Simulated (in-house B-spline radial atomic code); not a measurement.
A fraction x of an electron is removed from 5p in I3+, starting from [Kr] 4d10 5s2 5p2 and keeping the highest spin. Computed with a radial B-spline atomic code at the basis-set limit: non-relativistic HSE06, spin-polarised, spherical fractional occupations, point nucleus.

Caution: exact exchange at fractional occupations of open shells leaves self-interaction of up to several eV.

```json
{"x": "0", "E(x) - E(0) (eV)": "0.0000", "5p up level (eV)": "-35.313"}
{"x": "0.12", "E(x) - E(0) (eV)": "4.3036", "5p up level (eV)": "-36.415"}
{"x": "0.17", "E(x) - E(0) (eV)": "6.1359", "5p up level (eV)": "-36.876"}
{"x": "0.35", "E(x) - E(0) (eV)": "12.9233", "5p up level (eV)": "-38.541"}
{"x": "0.4", "E(x) - E(0) (eV)": "14.8620", "5p up level (eV)": "-39.006"}
{"x": "0.5", "E(x) - E(0) (eV)": "18.8093", "5p up level (eV)": "-39.939"}
{"x": "0.62", "E(x) - E(0) (eV)": "23.6692", "5p up level (eV)": "-41.062"}
{"x": "0.74", "E(x) - E(0) (eV)": "28.6644", "5p up level (eV)": "-42.191"}
{"x": "0.81", "E(x) - E(0) (eV)": "31.6409", "5p up level (eV)": "-42.851"}
{"x": "0.99", "E(x) - E(0) (eV)": "39.5076", "5p up level (eV)": "-44.558"}
{"x": "1", "E(x) - E(0) (eV)": "39.9537", "5p up level (eV)": "-44.653"}
```

The exact functional would give a straight line between the two integer points. Deviations E(x) - E(0) - x[E(1) - E(0)], in eV: -0.491 at x = 0.12, -0.656 at x = 0.17, -1.06 at x = 0.35, -1.119 at x = 0.4, -1.168 at x = 0.5, -1.102 at x = 0.62, -0.901 at x = 0.74, -0.722 at x = 0.81, -0.047 at x = 0.99.

The curve lies below the straight line by up to 1.168 eV (at x = 0.5): convex, the delocalisation error, to which spherically averaged exact exchange adds.

Q: How well does Slater's transition state (minus the level at half occupation) give the ionisation energy?

A: It gives 39.939 eV against 39.954 eV from the two total energies; NIST lists 40.36 eV, ground level to ground level. The end point has an open shell averaged over its orbitals, so its exact exchange keeps a self-interaction and this is no true integer point.
